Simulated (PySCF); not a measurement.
Simulated characterisation data

Theoretical values (PySCF 2.14): shielding tensors at PBE0/pcSseg-1 (GIAO), geometry: GFN2-xTB. Relativity neglected, rapidly exchanging positions averaged, in vacuum, one computed conformer.

Shifts are taken against calculated references (same method and geometry level): 1H, 13C against TMS. Splittings of carbon signals by F and P are missing where no couplings were computed. Where no couplings were computed, multiplicities follow the n + 1 count of equivalent neighbours, and m marks all less simple cases (inequivalent or close neighbours, rings, F or P nearby). Shifts are as computed. Against solution values, carbons near 30 ppm lie about +3 ppm off and those near 130 ppm about +5 ppm; carbons on Cl a further +6 ppm. Of 1211 compounds with measured shifts, 218 miss one by over three times the rms of a fit or turn the order of signals round; such compounds aren't used in these exercises. Carbons bonded to Cl come out too deshielded. OH and NH positions are gas-phase values without hydrogen bonding to other molecules.

**1.** `[SiH2]1C(C(F)F)[SiH2]C1`, C3H8F2Si2. 1H NMR (400 MHz, computed): δ 6.43 (m, 1H), 5.02 (m, 2H), 4.86 (m, 2H), 1.75 (m, 1H), 0.62 (m, 1H), 0.54 (m, 1H). 13C{1H} NMR (computed): δ 123.4 (CH), 26.2 (CH), -8.6 (CH2).

**2.** `F[C@@H]1C=C(C(F)(F)F)[C@H]2C[C@@H]12`, C7H6F4. 1H NMR (400 MHz, computed): δ 6.33 (m, 1H), 5.58 (m, 1H), 2.40 (m, 1H), 2.29 (m, 1H), 1.23 (m, 1H), 0.08 (m, 1H). 13C{1H} NMR (computed): δ 154.9, 139.1, 131.6, 99.8, 29.8, 26.2, 25.9.

**3.** `CO[C@@H]1[C@@H](Cl)[C@H]1O[SiH2]O`, C4H9ClO3Si. 1H NMR (400 MHz, computed): δ 4.75 (m, 1H), 4.69 (m, 1H), 3.69 (m, 1H), 3.55 (s, 3H), 3.13 (m, 1H), 3.05 (m, 1H), 2.81 (br s, 1H). 13C{1H} NMR (computed): δ 71.3, 59.8, 59.1, 44.0.
